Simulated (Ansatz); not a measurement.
Born–Oppenheimer molecular dynamics of ClH5OSi2 (9 atoms, charge 0, multiplicity 1). It starts from a relaxed structure.

These are results of RKS PBE-D4/STO-3G (Ansatz 0.2.0), not measurements.

```json
{
  "ensemble": "NVT, Nosé–Hoover chain",
  "time step": "0.5 fs",
  "steps asked": "250",
  "set temperature": "400 K",
  "thermostat": "time constant 50 fs, chain length 3",
  "seed": "918643"
}
```

Frames 0.5 fs apart, positions in Å, forces in eV/Å.

Velocities at 85 fs (Å/ps):

```
Si -2.12 1.21 -0.39
H 26.63 -38.49 -3.32
Cl 1.28 0.14 0.85
O -0.74 -0.85 -4.22
Si -0.70 0.65 0.58
H -4.96 1.07 14.50
H 21.01 -17.26 11.00
H 2.15 -13.41 13.96
H 0.74 24.75 -4.39
```

```xyz
9
Properties=species:S:1:pos:R:3:forces:R:3 time_fs=85 energy_less_start_eV=0.344 T=283
Si -0.190 -0.036 0.152 -0.93 -0.78 1.35
H 0.423 -0.041 1.530 0.08 0.18 -1.20
Cl 1.192 -0.330 -1.453 -0.06 -0.07 0.26
O -0.989 1.435 -0.023 0.55 0.38 0.05
Si -2.375 1.496 -1.034 -0.51 -3.12 0.81
H -3.461 0.813 -0.260 0.36 0.68 -0.37
H -2.616 2.852 -1.216 -0.43 1.74 -0.51
H -2.298 0.644 -2.239 0.23 0.62 0.00
H -1.192 -1.156 0.186 0.73 0.37 -0.38
9
Properties=species:S:1:pos:R:3:forces:R:3 time_fs=85.5 energy_less_start_eV=0.364 T=262
Si -0.192 -0.035 0.152 -0.73 -0.69 1.37
H 0.436 -0.060 1.527 0.01 0.24 -1.25
Cl 1.192 -0.330 -1.452 -0.08 -0.06 0.26
O -0.990 1.434 -0.025 0.60 0.40 0.10
Si -2.375 1.496 -1.034 -0.52 -3.43 0.94
H -3.463 0.814 -0.253 0.41 0.72 -0.42
H -2.607 2.845 -1.211 -0.50 2.02 -0.57
H -2.296 0.638 -2.232 0.21 0.61 -0.05
H -1.191 -1.144 0.184 0.59 0.20 -0.38
9
Properties=species:S:1:pos:R:3:forces:R:3 time_fs=86 energy_less_start_eV=0.370 T=256
Si -0.193 -0.035 0.152 -0.51 -0.58 1.33
H 0.450 -0.078 1.521 -0.05 0.29 -1.26
Cl 1.193 -0.330 -1.452 -0.09 -0.06 0.26
O -0.990 1.434 -0.027 0.65 0.42 0.16
Si -2.375 1.496 -1.033 -0.53 -3.53 1.04
H -3.464 0.817 -0.247 0.43 0.73 -0.45
H -2.598 2.844 -1.207 -0.52 2.14 -0.61
H -2.294 0.634 -2.225 0.20 0.59 -0.10
H -1.188 -1.130 0.180 0.43 0.00 -0.37
9
Properties=species:S:1:pos:R:3:forces:R:3 time_fs=86.5 energy_less_start_eV=0.361 T=267
Si -0.194 -0.034 0.152 -0.28 -0.44 1.25
H 0.463 -0.096 1.512 -0.09 0.34 -1.21
Cl 1.194 -0.330 -1.451 -0.11 -0.06 0.25
O -0.990 1.434 -0.029 0.70 0.44 0.22
Si -2.376 1.496 -1.033 -0.54 -3.40 1.10
H -3.464 0.822 -0.243 0.41 0.72 -0.46
H -2.590 2.847 -1.205 -0.52 2.07 -0.61
H -2.292 0.631 -2.218 0.18 0.55 -0.17
H -1.185 -1.117 0.176 0.24 -0.22 -0.36
9
Properties=species:S:1:pos:R:3:forces:R:3 time_fs=87 energy_less_start_eV=0.339 T=292
Si -0.195 -0.034 0.152 -0.05 -0.28 1.13
H 0.476 -0.113 1.500 -0.11 0.39 -1.12
Cl 1.194 -0.330 -1.451 -0.12 -0.06 0.25
O -0.990 1.433 -0.032 0.74 0.45 0.27
Si -2.376 1.495 -1.032 -0.55 -3.06 1.12
H -3.463 0.829 -0.239 0.37 0.69 -0.45
H -2.584 2.856 -1.204 -0.48 1.81 -0.59
H -2.289 0.629 -2.212 0.17 0.50 -0.25
H -1.180 -1.104 0.171 0.04 -0.45 -0.35
9
Properties=species:S:1:pos:R:3:forces:R:3 time_fs=87.5 energy_less_start_eV=0.311 T=324
Si -0.196 -0.033 0.153 0.16 -0.12 0.96
H 0.489 -0.129 1.485 -0.11 0.43 -0.99
Cl 1.195 -0.330 -1.450 -0.14 -0.06 0.24
O -0.990 1.433 -0.034 0.78 0.47 0.33
Si -2.377 1.494 -1.032 -0.54 -2.55 1.09
H -3.462 0.837 -0.237 0.30 0.64 -0.41
H -2.579 2.868 -1.205 -0.43 1.42 -0.55
H -2.286 0.628 -2.207 0.15 0.45 -0.32
H -1.176 -1.092 0.164 -0.17 -0.67 -0.34
9
Properties=species:S:1:pos:R:3:forces:R:3 time_fs=88 energy_less_start_eV=0.283 T=356
Si -0.198 -0.033 0.153 0.34 0.02 0.74
H 0.502 -0.144 1.468 -0.09 0.46 -0.82
Cl 1.195 -0.330 -1.450 -0.15 -0.05 0.23
O -0.990 1.433 -0.035 0.81 0.49 0.38
Si -2.378 1.493 -1.031 -0.52 -1.92 1.03
H -3.459 0.847 -0.235 0.20 0.57 -0.35
H -2.574 2.884 -1.207 -0.36 0.94 -0.49
H -2.283 0.629 -2.202 0.14 0.38 -0.40
H -1.172 -1.082 0.157 -0.35 -0.88 -0.32
9
Properties=species:S:1:pos:R:3:forces:R:3 time_fs=88.5 energy_less_start_eV=0.263 T=379
Si -0.199 -0.033 0.153 0.47 0.15 0.50
H 0.514 -0.158 1.449 -0.05 0.48 -0.61
Cl 1.196 -0.330 -1.449 -0.17 -0.05 0.23
O -0.989 1.433 -0.037 0.83 0.50 0.43
Si -2.378 1.491 -1.030 -0.47 -1.23 0.93
H -3.456 0.858 -0.234 0.07 0.48 -0.28
H -2.571 2.903 -1.211 -0.29 0.41 -0.43
H -2.279 0.630 -2.198 0.12 0.32 -0.47
H -1.169 -1.074 0.149 -0.51 -1.05 -0.30
9
Properties=species:S:1:pos:R:3:forces:R:3 time_fs=89 energy_less_start_eV=0.254 T=391
Si -0.200 -0.032 0.154 0.53 0.22 0.22
H 0.527 -0.171 1.428 0.00 0.49 -0.38
Cl 1.197 -0.330 -1.449 -0.18 -0.04 0.22
O -0.989 1.433 -0.039 0.85 0.51 0.48
Si -2.379 1.490 -1.029 -0.40 -0.54 0.80
H -3.453 0.870 -0.234 -0.07 0.37 -0.18
H -2.568 2.922 -1.215 -0.22 -0.11 -0.36
H -2.275 0.632 -2.195 0.10 0.25 -0.52
H -1.167 -1.068 0.141 -0.62 -1.16 -0.28
9
Properties=species:S:1:pos:R:3:forces:R:3 time_fs=89.5 energy_less_start_eV=0.256 T=391
Si -0.201 -0.032 0.154 0.53 0.25 -0.07
H 0.539 -0.183 1.407 0.07 0.49 -0.12
Cl 1.197 -0.330 -1.448 -0.20 -0.03 0.20
O -0.988 1.433 -0.041 0.86 0.52 0.53
Si -2.380 1.488 -1.028 -0.30 0.11 0.65
H -3.450 0.883 -0.234 -0.23 0.26 -0.08
H -2.566 2.942 -1.220 -0.15 -0.58 -0.28
H -2.270 0.635 -2.193 0.09 0.20 -0.56
H -1.167 -1.065 0.132 -0.68 -1.21 -0.26
9
Properties=species:S:1:pos:R:3:forces:R:3 time_fs=90 energy_less_start_eV=0.267 T=380
Si -0.202 -0.031 0.155 0.46 0.21 -0.37
H 0.552 -0.194 1.385 0.15 0.48 0.14
Cl 1.198 -0.330 -1.448 -0.21 -0.02 0.19
O -0.988 1.434 -0.043 0.87 0.53 0.57
Si -2.380 1.487 -1.027 -0.18 0.70 0.47
H -3.447 0.897 -0.235 -0.39 0.14 0.03
H -2.564 2.959 -1.226 -0.10 -1.00 -0.22
H -2.265 0.638 -2.193 0.06 0.15 -0.58
H -1.168 -1.065 0.122 -0.67 -1.19 -0.23
9
Properties=species:S:1:pos:R:3:forces:R:3 time_fs=90.5 energy_less_start_eV=0.285 T=362
Si -0.203 -0.031 0.155 0.33 0.10 -0.66
H 0.565 -0.204 1.363 0.23 0.47 0.39
Cl 1.198 -0.330 -1.447 -0.22 -0.02 0.17
O -0.987 1.434 -0.044 0.86 0.54 0.61
Si -2.381 1.485 -1.026 -0.05 1.20 0.29
H -3.446 0.911 -0.235 -0.54 0.03 0.14
H -2.563 2.975 -1.233 -0.05 -1.34 -0.15
H -2.260 0.642 -2.194 0.04 0.12 -0.57
H -1.171 -1.068 0.111 -0.60 -1.10 -0.20
```

Of the whole run (125 fs, mean temperature of the second half 326 K): The conserved energy stayed within 0.34 meV per atom of its start (net change 0.27 meV per atom), so the integration is sound. The mean temperature of the second half is 19 % below the set value. A run of 0.12 ps of so small a system gives no equilibrium averages. Limits of this set-up: minimal basis.

The run took 6.8 min on 1 thread of Arm Neoverse V1, with other jobs on the host, peak memory 0.091 GiB.
